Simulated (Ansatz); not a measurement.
Relaxation of ClFGaH₃ (6 atoms, charge 0, multiplicity 1), to a largest force component of 0.03 eV/Å in at most 50 steps.

Theory: RKS revPBE/def2-SVP in Ansatz 0.2.0.

```xyz
6
Properties=species:S:1:pos:R:3
Ga 0.024 0.224 -0.065
H -0.147 0.244 1.502
H 1.346 0.198 -0.908
Cl -1.856 0.387 -1.150
F -0.107 -2.348 1.250
H -0.233 -1.594 1.789
```

Task: Where does it end, and by what steps?

Result: The forces met the threshold. After 26 steps the energy has fallen by 0.370 eV; H6 moved furthest, 1.21 Å.

```tsv
step	energy less start (eV)	largest force component (eV/Å)	accepted
0	0.0000	0.366	yes
1	-0.0267	1.235	yes
2	-0.0769	0.702	yes
3	-0.0980	0.528	yes
4	-0.1197	0.123	yes
5	-0.1273	0.112	yes
6	-0.1268	0.940	no
7	-0.1355	0.057	yes
8	-0.1385	0.549	yes
9	-0.1472	0.090	yes
10	-0.1473	0.259	yes
11	-0.1473	0.275	yes
12	-0.1320	1.108	no
13	-0.1525	0.125	yes
14	-0.1589	0.151	yes
15	-0.1391	1.453	no
16	-0.1655	0.170	yes
17	-0.1736	0.215	yes
18	-0.1812	0.860	yes
19	-0.2023	1.335	yes
20	-0.2661	0.133	yes
21	-0.2853	0.125	yes
22	-0.3347	0.679	yes
23	-0.3512	0.695	yes
24	-0.3686	0.084	yes
25	-0.3692	0.042	yes
26	-0.3700	0.014	yes
```

```xyz
6
Properties=species:S:1:pos:R:3
Ga 0.215 0.193 0.242
H 0.135 1.138 1.492
H 1.324 -0.082 -0.834
Cl -1.842 -0.489 -0.452
F 0.031 -1.823 1.205
H -0.838 -1.825 0.764
```

Run time: 52 s on 1 thread of Intel(R) Xeon(R) Platinum 8259CL CPU @ 2.50GHz (Skylake/Cascade Lake), with other jobs on the host, peak memory 0.16 GiB.
